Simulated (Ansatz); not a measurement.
`B[SiH2]F` + `C=N` → `B[SiH2]N=C` + H–F at 298.15 K and 1 bar (ligand exchange at the Si–F bond).

Calculated with Ansatz (gas phase, PBE0-D4/def2-TZVP geometries, no zero-point term in ΔE). CCSD(T)/CBS adds triple-zeta CCSD(T) − MP2 to the extrapolated MP2 energy (def2 sets, frozen cores). This one scheme is used for every species. One conformer a species, not always the lowest.

```csv
species,CCSD(T)/CBS energy (Eh),H − E (kJ/mol),S (J/(mol·K))
`B[SiH2]F`,-416.08532,118.3,289.1
`C=N`,-94.52360,115.3,227.0
`B[SiH2]N=C`,-410.17839,195.6,326.0
H–F,-100.39570,33.5,173.6
```

H − E and S are ideal-gas, rigid-rotor, harmonic terms from PBE0-D4/def2-TZVP, for one conformer and one mirror image of each species. 1 Eh = 2625.50 kJ/mol, R = 8.31446 J/(mol·K).

Q: By hand: ΔE, ΔH, ΔS and ΔG.

A: ΔE = (-410.17839) + (-100.39570) − (-416.08532) − (-94.52360) = 0.03483 Eh = 91.4 kJ/mol. Δ(H − E) = 195.6 + 33.5 − 118.3 − 115.3 = -4.5, so ΔH = 86.9 kJ/mol. ΔS = 326.0 + 173.6 − 289.1 − 227.0 = -16.5 J/(mol·K). ΔG = 86.9 − 298.15 × (-16.5)/1000 = 91.8 kJ/mol.

Q: By hand: the equilibrium constant, and the temperature at which ΔG would vanish if ΔH and ΔS stayed fixed.

A: log₁₀ K = −ΔG/(RT ln 10) = -16.1. ΔH and −TΔS have one sign here, so there is no such temperature.

ΔH outweighs TΔS. A doubt of 5 kJ/mol in ΔE shifts log₁₀ K by 0.9 here. Other conformers and mirror images would add mixing entropy, several J/(mol·K) or more a flexible species. These are equilibria of isolated gas molecules and say nothing of rates. Largest T1 diagnostic: 0.013 (customary marks: 0.02 for closed shells, 0.045 for open ones).
